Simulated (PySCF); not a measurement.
## C₆ coefficients of unlike pairs at PBE

Calculated with PySCF 2.14 from the dipole response of each species, C₆(A,B) = (3/π) ∫ α_A(iu) α_B(iu) du, in atomic units, from isotropic polarisabilities. For ions this is the dispersion term alone; charge-induced terms of lower order in 1/R come first.

```tsv
species	configuration	basis	relativity	α (bohr³)	C₆ (like pair)
Kr⁺	[Ar] 3d10 4s2 4p5 (2P)	aug-cc-pVQZ-PP with ECP10MDF (7s6p5d3f2g)	core potential	11.10	68.43
F⁺	[He] 2s2 2p4 (3P)	def2-QZVPPD (8s5p4d2f1g)	none	1.877	3.503
Sn	[Kr] 4d10 5s2 5p2 (3P)	aug-cc-pVTZ-PP with one added diffuse shell each of d, f type with ECP28MDF (6s5p5d3f)	core potential	62.24	671.8
N	[He] 2s2 2p3 (4S)	x2c-TZVPPall with one added diffuse shell each of s, p, d type (6s4p3d1f)	spin-free X2C	8.158	28.17
```

(1) Estimate C₆ for Sn with F⁺.

No spin-orbit coupling is included.

The other pairs:

```json
{"pair": "Sn, Kr⁺", "C₆": "190.6"}
{"pair": "N, F⁺", "C₆": "9.227"}
{"pair": "N, Sn", "C₆": "127.9"}
{"pair": "N, Kr⁺", "C₆": "43.66"}
{"pair": "F⁺, Kr⁺", "C₆": "14.81"}
```

## Answers

(1) The integral gives 37.03. The combination rule 2 C_A C_B / (C_A α_B/α_A + C_B α_A/α_B) gives 34.50 and the geometric mean 48.51.
